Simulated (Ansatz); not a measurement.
Ansatz (a quantum-chemistry and plane-wave program) input:

Ansatz 0.2 input:
```yaml
crystal:
  periodic: [false, false, false]
  atoms:
    - {symbol: C, position_ang: [0.05719976, -0.03873735, 0.58722222]}
    - {symbol: Br, position_ang: [0.89197257, 1.36575570, -0.04781967]}
    - {symbol: Br, position_ang: [-0.90177825, -1.35911502, -0.05284699]}
basis:
  gaussian:
    orbitals: def2-TZVPD
hamiltonian:
  xc: {name: PBE0}
total_charge: 1
magnetization: {spin_polarized: true, initial_magnetization: 1}
output: {forces: true}
```

Q: Predict the final energy.

A: -5185.35784 Eh (PBE0/def2-TZVPD). The basis has 151 functions.
